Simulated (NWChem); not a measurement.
System: ScH₂O₂F; SMILES [OH][Sc]([OH])[F]

```xyz
6

Sc     0.0018     0.0045     0.0000
F      1.8269     0.2005     0.0000
O     -0.6701    -1.7376     0.0000
H     -1.4064    -2.3566     0.0000
O     -1.1085     1.4977     0.0000
H     -1.3685     2.4230     0.0000
```
Atoms are numbered in this order, from 1.

Computed with NWChem. All runs use the structure optimised with B3LYP/6-31G* (spherical d). GIAO values for the isolated, static molecule; σ is the absolute isotropic shielding, δ = σ(reference) − σ with the isolated reference molecule computed at the same levels (19F: trichlorofluoromethane, 1H: tetramethylsilane, 17O: water).

For level LDA (Slater exchange, VWN5)/pcSseg-1:

* **σ Sc1 (ppm)**: 555.7
* **δ F2 (ppm)**: 221.3
* **δ O3 (ppm)**: 261.4
* **δ H4 (ppm)**: 4.27
* **δ O5 (ppm)**: 245.0
* **δ H6 (ppm)**: 3.26

Problem. How do the values read with level PBE0/pcSseg-1 instead?

Solution. 
| Quantity | Result |
|---|---|
| σ Sc1 (ppm) | 704.9 |
| δ F2 (ppm) | 178.9 |
| δ O3 (ppm) | 217.3 |
| δ H4 (ppm) | 3.44 |
| δ O5 (ppm) | 201.8 |
| δ H6 (ppm) | 2.56 |
